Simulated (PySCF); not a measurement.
C2H5NOSi, SMILES O[SiH2]CC#N. Atoms are numbered in the order given.

```xyz
10

N     -0.3326    -2.8634     0.0000
C      0.1976    -1.8321     0.0000
C      0.8017    -0.5104     0.0000
Si    -0.5041     0.8685     0.0000
O      0.4071     2.2641     0.0000
H      1.4444    -0.3881    -0.8878
H      1.4444    -0.3881     0.8878
H     -1.3545     0.7442     1.2168
H     -1.3545     0.7442    -1.2168
H     -0.0470     3.1144     0.0000
```

Geometry optimised at B3LYP-D3(BJ)/def2-SVP. The structure was generated by enumeration, and PubChem lists no compound with its InChIKey, so it may never have been made. Other conformers were not sampled.

Calculation: PBE/pcSseg-1 in PySCF.

GIAO shieldings, no solvent; atoms alike by connectivity are averaged. δ = σ(ref) − σ: ¹⁵N against NH3 (σ = 267.0 ppm); ¹³C against TMS (σ = 182.0 ppm); ²⁹Si against TMS (σ = 335.4 ppm); ¹⁷O against H2O (σ = 334.3 ppm); ¹H against TMS (σ = 31.49 ppm), references at their B3LYP-D3(BJ)/def2-TZVP geometries, non-relativistic.

```
nucleus   atoms  count  δ (ppm)
-------  ------  -----  -------
¹⁵N          N1      1    304.2
¹³C          C2      1    116.2
¹³C          C3      1      4.9
²⁹Si        Si4      1    -13.1
¹⁷O          O5      1     23.2
¹H       H8, H9      2     5.57
¹H       H6, H7      2     2.21
¹H          H10      1     0.90
```
